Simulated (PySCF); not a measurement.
Hf(Me)3(H) (C3H10Hf), SMILES [CH3][HfH]([CH3])[CH3], multiplicity 1.

Geometry: PBE0-D3(BJ)/def2-SVP. The spin state was assumed, not searched. The def2 effective core potentials stand for the cores of Hf; spin–orbit coupling is left out.

Method: PBE0-D3(BJ)/def2-SVP run with PySCF.

Frequencies are harmonic and unscaled.

Modes within 1.5 cm⁻¹ of each other (mostly degenerate sets) share a row, with their intensities summed.

| mode | ν (cm⁻¹) | IR (km/mol) | moving atoms (share of kinetic energy) |
|---|---|---|---|
| 1 | 52 | 0.0 | H 100 % |
| 2–3 | 69 | 0.0 | H 98 % |
| 4 | 115 | 0.4 | C 47 %, H 38 %, Hf 15 % |
| 5–6 | 134 | 1.2 | C 56 %, H 39 % |
| 7–8 | 314 | 3.1 | H 93 % |
| 9 | 356 | 0.0 | H 87 %, C 13 % |
| 10 | 446 | 1.0 | H 57 %, C 43 % |
| 11–12 | 451 | 12.4 | H 49 %, C 48 % |
| 13 | 539 | 34.5 | C 54 %, H 41 % |
| 14–15 | 540 | 73.9 | H 59 %, C 36 % |
| 16–17 | 584 | 264.3 | H 82 %, C 14 % |
| 18–19 | 1160 | 80.9 | H 77 %, C 23 % |
| 20 | 1164 | 3.4 | H 77 %, C 23 % |
| 21 | 1388 | 0.0 | H 94 % |
| 22–23 | 1392 | 13.0 | H 94 % |
| 24–25 | 1395 | 7.8 | H 95 % |
| 26 | 1396 | 27.9 | H 95 % |
| 27 | 1673 | 435.8 | H 99 % |
| 28–29 | 3001 | 0.0 | H 97 % |
| 30 | 3003 | 2.0 | H 97 % |
| 31–32 | 3100 | 0.8 | H 91 %, C 9 % |
| 33 | 3102 | 13.8 | H 91 %, C 9 % |
| 34 | 3121 | 0.0 | H 91 %, C 9 % |
| 35–36 | 3125 | 13.6 | H 91 %, C 9 % |
